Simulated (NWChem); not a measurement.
System: CH$_{7}$FN$_{2}$Si; SMILES [Si@H](N)(CN)F

Here is an NWChem input.

```
start job
memory heap 200 mb stack 900 mb global 1100 mb
geometry units angstroms
  N     -2.061256    -1.123640    -0.587082
  C     -1.382298    -0.188395     0.315290
  Si     0.356752     0.372648    -0.225278
  N      1.397855    -0.991055    -0.226161
  F      1.001873     1.346744     0.885274
  H     -2.137886    -0.716657    -1.513586
  H     -1.513858    -1.973333    -0.674482
  H     -2.041239     0.676686     0.424145
  H     -1.341853    -0.669223     1.295937
  H      0.321976     1.194905    -1.433552
  H      2.392959    -0.839624    -0.192961
  H      1.185650    -1.809242    -0.770493
end
basis spherical
  * library 6-31g*
end
dft
  xc b3lyp
  iterations 150
end
driver
  maxiter 120
end
task dft optimize
task dft freq
```

Parts of the log:

```
             Northwest Computational Chemistry Package (NWChem) 7.3.0
             --------------------------------------------------------

 C1  symmetry detected

                             Geometry "geometry" -> ""
                             -------------------------

 Output coordinates in angstroms (scale by  1.889725989 to convert to a.u.)

  No.       Tag          Charge          X              Y              Z
 ---- ---------------- ---------- -------------- -------------- --------------
    1 N                    7.0000     0.00098147     2.35056674    -0.02692256
    2 C                    6.0000     0.72239197     1.13474211     0.36202446
    3 Si                  14.0000     0.04901344    -0.49639153    -0.35717113
    4 N                    7.0000    -1.52634987    -0.76288682     0.26796311
    5 F                    9.0000     0.89913184    -1.74765149     0.19962066
    6 H                    1.0000    -0.01236830     2.43655941    -1.03803285
    7 H                    1.0000    -0.96283798     2.29098398     0.28414574
    8 H                    1.0000     1.76347688     1.27826001     0.06208678
    9 H                    1.0000     0.71907299     1.10169875     1.45445158
   10 H                    1.0000     0.22103522    -0.57439396    -1.80684907
   11 H                    1.0000    -1.90686373    -1.69488098     0.23860925
   12 H                    1.0000    -2.25666285    -0.08209439     0.14996789

 Effective nuclear repulsion energy (a.u.)     248.6003410113

                                Z-matrix (autoz)
                                --------

 Units are Angstrom for bonds and degrees for angles

      Type          Name      I     J     K     L     M      Value
      ----------- --------  ----- ----- ----- ----- ----- ----------
    1 Stretch                  1     2                       1.46627
    2 Stretch                  1     6                       1.01485
    3 Stretch                  1     7                       1.01453
    4 Stretch                  2     3                       1.90559
    5 Stretch                  2     8                       1.09289
    6 Stretch                  2     9                       1.09293
    7 Stretch                  3     4                       1.71569
    8 Stretch                  3     5                       1.61195
    9 Stretch                  3    10                       1.46193
   10 Stretch                  4    11                       1.00711
   11 Stretch                  4    12                       1.00536
   12 Bend                     1     2     3               115.83596
   13 Bend                     1     2     8               106.67793
   14 Bend                     1     2     9               106.78112
   15 Bend                     2     1     6               109.93902
   16 Bend                     2     1     7               109.71746
   17 Bend                     2     3     4               108.65745
   18 Bend                     2     3     5               110.34760
   19 Bend                     2     3    10               112.23096
   20 Bend                     3     2     8               110.20897
   21 Bend                     3     2     9               110.50486
   22 Bend                     3     4    11               118.68867
   23 Bend                     3     4    12               121.26904
   24 Bend                     4     3     5               103.75806
   25 Bend                     4     3    10               117.45591
   26 Bend                     5     3    10               103.83034
   27 Bend                     6     1     7               107.33540
   28 Bend                     8     2     9               106.33063
   29 Bend                    11     4    12               110.41231
   30 Torsion                  1     2     3     4         -64.60326
   31 Torsion                  1     2     3     5        -177.74083
   32 Torsion                  1     2     3    10          66.98134
   33 Torsion                  2     3     4    11        -160.41855
   34 Torsion                  2     3     4    12          56.69304
   35 Torsion                  3     2     1     6         -57.32714
   36 Torsion                  3     2     1     7          60.49446
   37 Torsion                  4     3     2     8         174.19754
   38 Torsion                  4     3     2     9          56.96793
   39 Torsion                  5     3     2     8          61.05996
   40 Torsion                  5     3     2     9         -56.16965
   41 Torsion                  5     3     4    11         -42.99815
   42 Torsion                  5     3     4    12         174.11344
   43 Torsion                  6     1     2     8          65.74707
   44 Torsion                  6     1     2     9         179.13339
   45 Torsion                  7     1     2     8        -176.43133
   46 Torsion                  7     1     2     9         -63.04500
   47 Torsion                  8     2     3    10         -54.21787
   48 Torsion                  9     2     3    10        -171.44747
   49 Torsion                 10     3     4    11          70.86590
   50 Torsion                 10     3     4    12         -72.02252

                           NWChem Geometry Optimization
                           ----------------------------

[...]

      ----------------------
      Optimization converged
      ----------------------

  Step       Energy      Delta E   Gmax     Grms     Xrms     Xmax
  ---- ---------------- -------- -------- -------- -------- --------
@   34    -541.23252197 -1.7D-07  0.00004  0.00001  0.00082  0.00160
                                     ok       ok       ok       ok

                                Z-matrix (autoz)
                                --------

 Units are Angstrom for bonds and degrees for angles

[...]

 Rotational Constants
 --------------------
 A=   0.191698 cm-1  (  0.275805 K)
 B=   0.088818 cm-1  (  0.127787 K)
 C=   0.067464 cm-1  (  0.097064 K)

 Temperature                      =   298.15K
 frequency scaling parameter      =   1.0000

 Zero-Point correction to Energy  =   58.804 kcal/mol  (  0.093711 au)
 Thermal correction to Energy     =   63.389 kcal/mol  (  0.101017 au)
 Thermal correction to Enthalpy   =   63.981 kcal/mol  (  0.101961 au)

 Total Entropy                    =   82.551 cal/mol-K
   - Translational                =   39.517 cal/mol-K (mol. weight =  94.0362)
   - Rotational                   =   26.731 cal/mol-K (symmetry #  =        1)
   - Vibrational                  =   16.302 cal/mol-K

 Cv (constant volume heat capacity) =   25.400 cal/mol-K
   - Translational                  =    2.979 cal/mol-K
   - Rotational                     =    2.979 cal/mol-K
   - Vibrational                    =   19.441 cal/mol-K

[normal modes left out]

 ----------------------------------------------------------------------------
 Normal Eigenvalue ||           Projected Infra Red Intensities
  Mode   [cm**-1]  || [atomic units] [(debye/angs)**2] [(KM/mol)] [arbitrary]
 ------ ---------- || -------------- ----------------- ---------- -----------
    1       -0.000 ||    0.000126           0.003         0.122       0.030
    2        0.000 ||    0.000567           0.013         0.553       0.137
    3        0.000 ||    0.000355           0.008         0.346       0.086
    4        0.000 ||    0.000141           0.003         0.137       0.034
    5        0.000 ||    0.000769           0.018         0.749       0.186
    6        0.000 ||    0.000765           0.018         0.745       0.185
    7       89.872 ||    0.001117           0.026         1.089       0.270
    8      146.184 ||    0.005284           0.122         5.151       1.276
    9      209.190 ||    0.006107           0.141         5.954       1.475
   10      270.928 ||    0.015732           0.363        15.337       3.801
   11      295.017 ||    0.068854           1.589        67.123      16.634
   12      334.218 ||    0.008541           0.197         8.327       2.063
   13      368.991 ||    0.014997           0.346        14.619       3.623
   14      477.966 ||    0.206826           4.772       201.624      49.965
   15      642.039 ||    0.016220           0.374        15.812       3.919
   16      684.762 ||    0.012148           0.280        11.843       2.935
   17      802.279 ||    0.022924           0.529        22.347       5.538
   18      841.261 ||    0.066351           1.531        64.682      16.029
   19      880.443 ||    0.102111           2.356        99.543      24.668
   20      913.784 ||    0.302640           6.982       295.029      73.113
   21      939.327 ||    0.051312           1.184        50.021      12.396
   22      959.890 ||    0.187992           4.337       183.264      45.416
   23     1077.149 ||    0.040739           0.940        39.714       9.842
   24     1104.073 ||    0.018382           0.424        17.920       4.441
   25     1310.036 ||    0.000623           0.014         0.607       0.150
   26     1398.834 ||    0.000912           0.021         0.889       0.220
   27     1485.825 ||    0.006881           0.159         6.708       1.662
   28     1630.109 ||    0.058614           1.352        57.140      14.160
   29     1705.743 ||    0.025280           0.583        24.644       6.107
   30     2265.738 ||    0.164438           3.794       160.303      39.725
   31     3034.854 ||    0.023562           0.544        22.969       5.692
   32     3084.427 ||    0.018623           0.430        18.155       4.499
   33     3457.994 ||    0.000518           0.012         0.505       0.125
   34     3543.113 ||    0.000130           0.003         0.127       0.031
   35     3554.762 ||    0.019117           0.441        18.636       4.618
   36     3645.085 ||    0.020477           0.472        19.962       4.947
 ----------------------------------------------------------------------------
```

Level: B3LYP/6-31G* (spherical d).
